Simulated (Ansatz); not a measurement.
`N[Si](F)(Cl)Cl` + `[OH][GeH3]` → `F[Si](Cl)(Cl)[O][GeH3]` + NH₃  (ligand exchange at the Si–N bond)

Computed with Ansatz on PBE0-D4/def2-TZVP structures; ΔE is electronic, products minus reactants. CCSD(T)/CBS is the MP2 limit (def2-TZVPP, def2-QZVPP) plus CCSD(T) − MP2 in def2-TZVPP, frozen cores. This one scheme is used for every species. DFT in def2-TZVPP. HSE06 is defined as in plane-wave codes. For Ge outer-core shells are correlated without core-valence functions, which leaves a few kJ/mol of doubt a bond. Scalar relativity is left out up to krypton. One conformer a species, not always the lowest.

```
             level  ΔE (kcal/mol)
         revPBE-D4          -13.7
        r2SCANh-D4          -15.3
           ωB97M-V          -15.1
            B2PLYP          -15.2
             HSE06          -13.5
  CCSD(T)/def2-SVP          -15.2
CCSD(T)/def2-TZVPP          -16.2
SCS-MP2/def2-QZVPP          -16.2
```

What does CCSD(T)/CBS give? (An estimate is asked.)

The calculation gave: -16.0 kcal/mol. The listed levels differ from it by 2.3, 0.7, 0.9, 0.8, 2.5, 0.8, -0.2, -0.2 kcal/mol.

Largest T1 diagnostic among the species: 0.011.

The D4 term adds −1.5 kcal/mol with B3LYP and −0.9 kcal/mol with PBE0; it sums over pairs of atoms, weighted by their polarisabilities, and B3LYP, whose exchange is more repulsive, gets the larger term. At CCSD(T), def2-SVP lies +0.8 kcal/mol from the extrapolated value and def2-TZVPP −0.2 kcal/mol. From BLYP to BHLYP (50 % exact exchange), in def2-TZVPP and without D4, ΔE moves by −1.5 kcal/mol.

B3LYP here is the variant with VWN-RPA as its local correlation; programs differ in this.
